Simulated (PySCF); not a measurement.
C₅H₅Cl, SMILES ClC=C=CC=C.

Geometry optimised at PBE0-D3(BJ)/def2-SVP. The structure was generated by enumeration, and PubChem lists no compound with its InChIKey, so it may never have been made. The values are those of a single conformer.

The numbers are results of PBE/def2-TZVP run with PySCF, not measurements.

Isolated molecule, no solvent.

Computed frontier levels, gap, dipole moment and polarisability:
| Quantity | Value |
|---|---|
| highest occupied level | -6.13 eV |
| lowest empty level | -2.35 eV |
| orbital gap | 3.78 eV |
| dipole moment | 1.71 D |
| quadrupole, principal values (traceless, Buckingham form, about the centre of nuclear charge) | -4.51, 0.67, 3.83 D·Å |
| mean static polarisability | 85.8 bohr³ (12.72 Å³) |
| polarisability, principal values | 51.2, 54.0, 152.3 bohr³ |
